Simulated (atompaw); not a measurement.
Cr (Z = 24): one change to a PAW (atompaw) potential, before and after

```json
{"Element": "Cr", "Generator": "atompaw 4.2.0.5", "Type": "PAW", "Functional": "PBE", "Relativity": "scalar-relativistic", "Frozen core": "[Ar]", "Valence charge": "6", "Reference configuration": "3d5 4s0.5 4p0 (charge +0.5)", "Partial waves": "4s (bound); 4s channel at 0.4 Ry; 4p (bound, empty); 4p channel at 1.1 Ry; 3d (bound); 3d channel at 3.05 Ry", "Local potential": "ultrasoft scheme with l = 3 at 0 Ry, radius 2.80 bohr", "Core correction": "smooth core density matched at 2.45 bohr", "Augmentation charge": "besselshape compensation charge, radius 2.20 bohr; PAW radius 3.00 bohr; waves and projectors: bloechl"}
```

Change: core [Ne] 3s2, valence charge 12; reference 3p6 3d5 4s0.75 4p0.25; waves now 4s (bound); 4s channel at 4.95 Ry; 3p (bound); 4p (bound); 3d (bound); 3d channel at 5 Ry; local potential ultrasoft scheme with l = 3 at 0 Ry, radius 1.70 bohr; core correction smooth core density matched at 1.75 bohr; augmentation besselshape compensation charge, radius 1.80 bohr; PAW radius 2.35 bohr; waves and projectors: bloechl.

Cutoffs: the cutoffs (Ry, on a coarse ladder) from which the occupation-weighted sum of valence levels, in a spherical-Bessel basis at the reference potential, stays within 10 and 1 mRy of its value at 400 Ry; they do not see the model core or the augmentation charge, which bear on the density cutoff.

What does the change do?

The potential gets harder (18 Ry and 25 Ry → 40 Ry and 50 Ry); neither file shows a bound ghost. The added semicore shells are compact, so their waves need more plane waves. Several settings change at once here, so the effects cannot be laid on one of them.

```csv
quantity,base,changed
"cutoff, loose",18 Ry,40 Ry
"cutoff, tight",25 Ry,50 Ry
bound ghosts,none,none
lowest overlap eigenvalue by channel,"s 0.02, p 0.05, d 0.86","s 0.41, p 0.87, d 1.00"
```

 The cutoffs see the waves, projectors and local potential, not the compensation charge or the core.
